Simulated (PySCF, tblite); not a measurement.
Isomers of C5H2ClFO2, one GFN2-xTB conformer each. Single-point energies are computed at PBE0/pcSseg-1 (PySCF, gas phase, no added dispersion term), electronic only.

Problem. Rank them by PBE0/pcSseg-1 energy, lowest first (kcal/mol).
A. `[O:1]=[C:2]([F:3])[c:4]1[o:5][cH:6][cH:7][c:8]1[Cl:9]` with O1–C2–C4–O5 180°
B. `[O:1]=[C:2]([Cl:3])[c:4]1[cH:5][cH:6][c:7]([F:8])[o:9]1` with O1–C2–C4–C5 0°

Solution. A (0.0), B (4.4).

GFN2-xTB itself gives, in the same order: 0.0, 2.6. Both levels put the same isomer lowest.

Problem. Which frontier levels, dipoles and rotational constants go with these structures?

Solution. 
```csv
SMILES,"HOMO (eV, PBE0/pcSseg-1)",LUMO (eV),dipole (D),"A, B, C (MHz)"
O=C(F)c1occc1Cl,-7.76,-2.11,4.77,"1877, 1387, 797.5"
O=C(Cl)c1ccc(F)o1,-7.67,-2.25,3.76,"2876, 931.5, 703.6"
```

Problem. What happens when harmonic zero-point energies from GFN2-xTB frequencies are added?

Solution. 
```tsv
SMILES	ZPE (kcal/mol)	electronic (kcal/mol)	with ZPE (kcal/mol)
O=C(F)c1occc1Cl	37.9	0.0	0.0
O=C(Cl)c1ccc(F)o1	38.0	4.4	4.5
```

The zero-point energies span 0.1 kcal/mol. The order is unchanged.
